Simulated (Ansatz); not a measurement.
`B[SiH2]C#N` + `BO` → `BO[SiH2]B` + `C#N` at 400 K and 1 bar (ligand exchange at the Si–C bond).

Isolated molecules relaxed with PBE0-D4/def2-TZVP in Ansatz; ΔE leaves out vibrations. CCSD(T)/CBS is the MP2 limit (def2-TZVPP, def2-QZVPP) plus CCSD(T) − MP2 in def2-TZVPP, frozen cores. This one scheme is used for every species. Each species was taken in one conformer, which may not be the lowest.

```csv
species,CCSD(T)/CBS energy (Eh),H − E (kJ/mol),S (J/(mol·K))
`B[SiH2]C#N`,-408.97966,146.8,349.0
`BO`,-101.80414,108.2,244.0
`BO[SiH2]B`,-417.47687,196.4,367.5
`C#N`,-93.32098,56.1,211.9
```

H − E and S are ideal-gas, rigid-rotor, harmonic terms from PBE0-D4/def2-TZVP, for one conformer and one mirror image of each species. 1 Eh = 2625.50 kJ/mol, R = 8.31446 J/(mol·K).

Problem. By hand: ΔE, ΔH, ΔS and ΔG.

Solution. ΔE = (-417.47687) + (-93.32098) − (-408.97966) − (-101.80414) = -0.01405 Eh = -36.9 kJ/mol. Δ(H − E) = 196.4 + 56.1 − 146.8 − 108.2 = -2.5, so ΔH = -39.4 kJ/mol. ΔS = 367.5 + 211.9 − 349.0 − 244.0 = -13.6 J/(mol·K). ΔG = -39.4 − 400 × (-13.6)/1000 = -34.0 kJ/mol.

Problem. By hand: the equilibrium constant, and the temperature at which ΔG would vanish if ΔH and ΔS stayed fixed.

Solution. log₁₀ K = −ΔG/(RT ln 10) = 4.4. ΔG = 0 at ΔH/ΔS = 2897 K, far beyond where these terms or the molecules hold.

The number of gas molecules stays the same, so ΔS is small and ΔH decides. A doubt of 5 kJ/mol in ΔE shifts log₁₀ K by 0.7 here. Other conformers and mirror images would add mixing entropy, several J/(mol·K) or more a flexible species. Modes under 60 cm⁻¹, often nearly free rotors, make the harmonic entropy too high. These are equilibria of isolated gas molecules and say nothing of rates. Largest T1 diagnostic: 0.014 (customary marks: 0.02 for closed shells, 0.045 for open ones).
